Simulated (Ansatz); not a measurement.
`O[CH2][SnH2][SH]` + `CF` → `F[CH2][SnH2][SH]` + CH₃OH  (formal exchange of groups at the Sn–C bond)

Program: Ansatz. Geometries: PBE0-D4/def2-TZVP. ΔE: electronic, gas phase. CBS: MP2 limit from def2 TZ/QZ plus the TZ coupled-cluster correction, frozen cores. This one scheme is used for every species. Functionals use def2-TZVPP. Elements past krypton have def2 core potentials. For Sn outer-core shells are correlated without core-valence functions, which leaves a few kJ/mol of doubt a bond. One conformer a species, not always the lowest.

```
         level  ΔE (eV)
        PBE-D4     0.16
       PBE0-D4     0.13
 HF/def2-TZVPP     0.01
CCSD/CBS(def2)     0.10
```

**Question.** What does CCSD(T)/CBS give? (An estimate is asked.)

**Answer.** Ansatz gave: +0.13 eV. The listed levels differ from it by 0.03, 0.00, -0.12, -0.03 eV.

Largest T1 diagnostic among the species: 0.012.

In def2-TZVPP, CCSD(T) changes the Hartree–Fock value by +0.11 eV (the triples alone add +0.02 eV) and MP2 by +0.14 eV. The D4 term adds +0.04 eV with B3LYP and +0.02 eV with PBE0; it sums over pairs of atoms, weighted by their polarisabilities, and B3LYP, whose exchange is more repulsive, gets the larger term.

B3LYP here is the variant with VWN-RPA as its local correlation; programs differ in this.
